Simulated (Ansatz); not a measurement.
This geometry of a periodic cell of 31 atoms, Al30Si (host Al, host structure fcc, dopant Si, one Al atom removed) is a first-order saddle point.

Theory: DFT PBE-D3(BJ), scalar-relativistic, plane waves, PAW (Ansatz 0.2.0). Settings: PAW set soft_1, cutoff 420 eV, k mesh 3x3x3, gaussian smearing 0.15 eV, no spin polarisation.

```xyz
31
Lattice="8.1000 0.0000 0.0000 0.0000 8.1000 0.0000 0.0000 0.0000 8.1000" Properties=species:S:1:pos:R:3
Al 4.086 0.017 0.023
Al 6.075 2.006 0.020
Si 6.074 -0.927 3.122
Al -0.036 0.017 0.023
Al 2.025 2.035 -0.007
Al 4.042 4.056 0.005
Al 6.075 6.123 0.040
Al 2.025 0.007 2.005
Al 4.060 2.002 2.002
Al 6.075 4.091 2.072
Al 3.922 0.044 4.092
Al 6.075 1.938 3.973
Al 6.075 -0.076 5.987
Al 0.009 4.056 0.005
Al 2.025 6.066 -0.030
Al -0.010 2.002 2.002
Al 2.025 4.021 2.014
Al 4.007 6.059 2.008
Al 0.128 0.043 4.092
Al 2.024 2.099 4.062
Al 4.086 4.074 4.066
Al 2.024 0.013 6.148
Al 4.061 2.024 6.073
Al 6.075 4.071 6.055
Al 0.043 6.058 2.007
Al -0.036 4.074 4.065
Al 2.025 6.056 4.056
Al -0.011 2.023 6.072
Al 2.025 4.044 6.084
Al 4.060 6.053 6.050
Al -0.010 6.053 6.051
```

**Question.** Which two structures does it join? (They come from a converged band through this point; their orientation in space is the band's.)

**Answer.** The atom that moves furthest is Si3, by 2.87 Å; four of its nearest neighbours are Al18 2.82, Al25 2.82, Al11 2.82, Al19 2.82 Å at the first end and Al19 2.82, Al25 2.82, Al11 2.82, Al18 2.82 Å at the last.

First end point:

```xyz
31
Lattice="8.1000 0.0000 0.0000 0.0000 8.1000 0.0000 0.0000 0.0000 8.1000" Properties=species:S:1:pos:R:3
Al 4.053 0.010 0.016
Al 6.076 2.016 0.020
Si 6.073 0.009 2.030
Al -0.003 0.010 0.015
Al 2.025 2.028 0.009
Al 4.042 4.055 0.009
Al 6.075 6.094 0.004
Al 2.024 0.008 2.029
Al 4.050 2.022 2.026
Al 6.074 4.061 2.044
Al 4.098 -0.016 4.043
Al 6.074 2.029 4.039
Al 6.075 -0.008 6.078
Al 0.009 4.054 0.007
Al 2.026 6.080 0.008
Al -0.001 2.022 2.025
Al 2.025 4.057 2.026
Al 4.101 6.098 2.052
Al -0.048 -0.014 4.043
Al 2.025 2.031 4.057
Al 4.063 4.076 4.054
Al 2.025 0.010 6.083
Al 4.044 2.029 6.081
Al 6.076 4.073 6.062
Al -0.052 6.097 2.050
Al -0.015 4.075 4.052
Al 2.025 6.083 4.054
Al 0.007 2.030 6.081
Al 2.024 4.060 6.076
Al 4.061 6.083 6.062
Al -0.011 6.083 6.061
```

Last end point:

```xyz
31
Lattice="8.1000 0.0000 0.0000 0.0000 8.1000 0.0000 0.0000 0.0000 8.1000" Properties=species:S:1:pos:R:3
Al 4.064 -0.001 0.018
Al 6.075 2.007 0.018
Si 6.075 -2.028 4.053
Al -0.014 -0.001 0.018
Al 2.025 2.023 0.002
Al 4.042 4.054 -0.003
Al 6.075 6.092 0.006
Al 2.025 0.001 2.024
Al 4.064 2.007 2.026
Al 6.075 4.054 2.039
Al 4.098 -0.014 4.028
Al 6.075 2.019 4.033
Al 6.075 -0.014 6.071
Al 0.008 4.054 -0.003
Al 2.025 6.071 -0.003
Al -0.014 2.007 2.026
Al 2.025 4.051 2.024
Al 4.098 6.097 2.039
Al -0.048 -0.014 4.028
Al 2.025 2.028 4.054
Al 4.054 4.061 4.054
Al 2.025 0.001 6.074
Al 4.042 2.028 6.071
Al 6.075 4.064 6.061
Al -0.048 6.097 2.039
Al -0.004 4.061 4.054
Al 2.025 6.072 4.053
Al 0.008 2.028 6.071
Al 2.025 4.055 6.070
Al 4.054 6.071 6.064
Al -0.004 6.071 6.064
```

**Question.** How far does it lie above each of them?

**Answer.** 0.63 eV above the first and 0.63 eV above the second. This is the barrier of this one path; another mechanism may lie lower. Limits of this set-up: coarse k mesh, no spin, though dangling bonds at a vacancy may carry it, a small cell, in which the defect meets its images.

Time of the run: 33 min on 4 threads of Arm Neoverse V1, with other jobs on the host, peak memory 4.2 GiB.
